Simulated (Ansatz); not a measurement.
Consider the ligand exchange at a Zn–C bond: `F[CH2][Zn][F]` + `O[SiH3]` → `[F][Zn][O][SiH3]` + `CF`.

Program: Ansatz. Geometries: PBE0-D4/def2-TZVP. ΔE: electronic, gas phase. CCSD(T)/CBS adds triple-zeta CCSD(T) − MP2 to the extrapolated MP2 energy (def2 sets, frozen cores). This one scheme is used for every species. Functionals use def2-TZVPP. HSE06 is defined as in plane-wave codes. For Zn outer-core shells are correlated without core-valence functions, which leaves a few kJ/mol of doubt a bond. Scalar relativity is left out up to krypton. Each species was taken in one conformer, which may not be the lowest.

```
             level  ΔE (kJ/mol)
        r2SCANh-D4        -73.4
          HSE06-D4        -68.3
           ωB97X-V        -77.2
          PBE-QIDH        -81.1
            revPBE        -57.6
             HSE06        -67.5
RPA@PBE/def2-TZVPP        -83.8
      MP2/def2-SVP       -105.7
```

Task: What does CCSD(T)/CBS give? (An estimate is asked.)

Result: Ansatz gave: -83.5 kJ/mol. The listed levels differ from it by 10.1, 15.2, 6.3, 2.4, 25.9, 16.0, -0.3, -22.2 kJ/mol.

Task: What do rigid-rotor, harmonic-oscillator terms from PBE0-D4/def2-TZVP frequencies (298.15 K, 1 bar) make of the CCSD(T)/CBS value? (An estimate is asked.)

Result: Ansatz gave: ΔZPE = +2.3 kJ/mol, ΔH = -80.3 kJ/mol, ΔS = 2 J/(mol·K), ΔG = -81.0 kJ/mol. Modes under 50 cm⁻¹ make the entropy rough.

Largest T1 diagnostic among the species: 0.017.

From PBE to PBE0 (25 % exact exchange), in def2-TZVPP and without D4, ΔE moves by −10.8 kJ/mol. In def2-TZVPP, CCSD(T) changes the Hartree–Fock value by +21.1 kJ/mol (the triples alone add +2.9 kJ/mol) and MP2 by +20.1 kJ/mol. Leaving LDA and LC-ωPBE aside and taking each functional with its dispersion term where it has one, the values, not all of them listed here, spread over 28.0 kJ/mol, from BHLYP-D4 to PBE-D4. LDA lies +4.2 kJ/mol from PBE without D4.
